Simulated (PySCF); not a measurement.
H7NO2Si2, SMILES N[Si](O)(O)[SiH3]. Atoms are numbered in the order given.

```xyz
12

N      1.3766     1.3960     0.0000
Si     0.4121    -0.0508     0.0000
O      0.7822    -0.8604    -1.4133
O      0.7822    -0.8604     1.4133
Si    -1.9159     0.1369     0.0000
H      1.3886     1.9816     0.8334
H      1.3886     1.9816    -0.8334
H      1.7243    -0.8900    -1.6390
H      1.7243    -0.8900     1.6390
H     -2.3633     0.8970    -1.2037
H     -2.5978    -1.1878     0.0000
H     -2.3633     0.8970     1.2037
```
Charge 0, spin multiplicity 1.

Geometry: TPSSh-D3(BJ)/def2-SVP. This is a generated structure with no PubChem entry under its InChIKey; it may be hypothetical. The values are those of a single conformer.

Level of theory: r2SCAN/def2-TZVP in PySCF.

Symmetry labels are those of the subgroup Cs that the program uses (full group Cs).

Computed valence orbital energies around the gap with their symmetry:
```csv
orbital,symmetry,energy (eV)
HOMO−7,A',-9.56
HOMO−6,A",-8.83
HOMO−5,A',-8.60
HOMO−4,A",-8.55
HOMO−3,A',-8.22
HOMO−2,A',-7.89
HOMO−1,A",-7.72
HOMO,A',-6.45
LUMO,A',-0.06
LUMO+1,A",0.06
LUMO+2,A',0.32
LUMO+3,A',1.11
```
